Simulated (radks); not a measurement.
Problem. The table gives one normalised radial function P(r) = r R(r) (large component) of W18+ in [Kr] 4d10 4f10 (r in bohr). Calculated with a radial shooting solver on a logarithmic mesh with Libxc functionals: Dirac Kohn-Sham, exchange-only PBE, spin-unpolarised, spherical densities, finite nucleus; open shells fill j = l - 1/2 first; Fermi nuclear charge, rms radius 5.3658 fm.

r	P
0.002236	0.0003
0.002562	0.0004
0.002911	0.0005
0.003336	0.0007
0.003821	0.0010
0.004343	0.0014
0.004976	0.0020
0.005656	0.0027
0.006479	0.0038
0.007423	0.0053
0.008437	0.0073
0.009666	0.0103
0.01099	0.0142
0.01259	0.0198
0.01442	0.0276
0.01639	0.0376
0.01878	0.0520
0.02134	0.0702
0.02445	0.0957
0.02779	0.1272
0.03184	0.1703
0.03648	0.2252
0.04146	0.2892
0.0475	0.3709
0.05398	0.4606
0.06185	0.5669
0.07085	0.6792
0.08053	0.7821
0.09226	0.8754
0.1049	0.9326
0.1201	0.9411
0.1365	0.8816
0.1564	0.7302
0.1792	0.4803
0.2037	0.1611
0.2334	-0.2440
0.2652	-0.6499
0.3039	-1.0549
0.3482	-1.3764
0.3957	-1.5600
0.4533	-1.6057
0.5152	-1.5128
0.5903	-1.3010
0.6763	-1.0218
0.7686	-0.7460
0.8806	-0.4829
1.001	-0.2889
1.147	-0.1477
1.303	-0.0687
1.493	-0.0258
1.711	-0.0080
1.944	-0.0022
2.228	-0.0004
2.532	-0.0001
2.9	0.0000

Which n and l does it have? It may be an empty orbital.

Solution. n = 4, l = 2: the number of nodes gives n - l - 1 = 1, the rise at small r points to l (for j = l - 1/2 the large component starts outside the nucleus as r^gamma with gamma = sqrt(l^2 - (Z/c)^2) = 1.93 and the r^(l+1) term takes over further out; the orbital of l - 1 with the same j starts with the same power, but with a larger coefficient, and does not steepen), and the extent must fit the shell. The curve is that of 4d3/2; the two j differ most near the nucleus, where j = l - 1/2 has the larger amplitude, and in heavy atoms j = l - 1/2 is also the more compact. 4d3/2: eigenvalue -660.31 eV, 1 radial node at r = 0.215 bohr, <r> = 0.486 bohr, 90 % of the charge inside 0.721 bohr.
